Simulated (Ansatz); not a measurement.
All numbers were calculated with Ansatz.

A structure relaxed at PBE0-D4/def2-TZVP, charge 0, multiplicity 1:

| atom | x (Å) | y (Å) | z (Å) |
| --- | --- | --- | --- |
| C1 | 0.2434 | -1.2686 | -0.9560 |
| S2 | 0.3065 | 0.5031 | -1.3832 |
| Sn3 | -0.1956 | 1.3833 | 0.7383 |
| F4 | -1.8231 | 0.5746 | 1.3320 |
| F5 | 1.0350 | 0.6211 | 1.9873 |
| H6 | 0.9942 | -1.5170 | -0.2082 |
| H7 | -0.7491 | -1.5520 | -0.6109 |
| H8 | 0.4676 | -1.8000 | -1.8804 |
| H9 | -0.2789 | 3.0554 | 0.9812 |

**Question.** Give its formula and SMILES.

**Answer.** CH4F2SSn, `C[S][SnH]([F])[F]`.

**Question.** Point group (tolerance 0.08 Å, 0.16 Å for H)?

**Answer.** Cs.

**Question.** Summarise the bond lengths by kind.

**Answer.** 1 × C–S 1.824 Å; 3 × C–H 1.088 to 1.090 Å; 1 × S–Sn 2.351 Å; 2 × F–Sn 1.912 Å; 1 × H–Sn 1.692 Å.
